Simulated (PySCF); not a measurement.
In(Me)3 (C3H9In), SMILES [CH3][In]([CH3])[CH3]. Heavy atoms are numbered as in [In:1]([CH3:2])([CH3:6])[CH3:10]. Hydrogens are named by the atom that carries them.

Coordinates come from a ωB97X-D3(BJ)/def2-SVP optimisation. The isomer is the one that the SMILES or the coordinates give; other isomers of the formula were not compared. The def2 effective core potentials stand for the cores of In; spin–orbit coupling is left out.

Level of theory: M06-2X/def2-TZVP run with PySCF.

ESP charges are fitted to the potential on shells at 1.4 to 2.0 van der Waals radii. Atomic charges (e), one atom of each kind:

```
atom      Löwdin  Mulliken  ESP fit
--------  ------  --------  -------
In1         0.59      0.94     1.12
C2 (CH3)   -0.57     -0.77    -0.94
H on C2     0.13      0.15     0.19
```
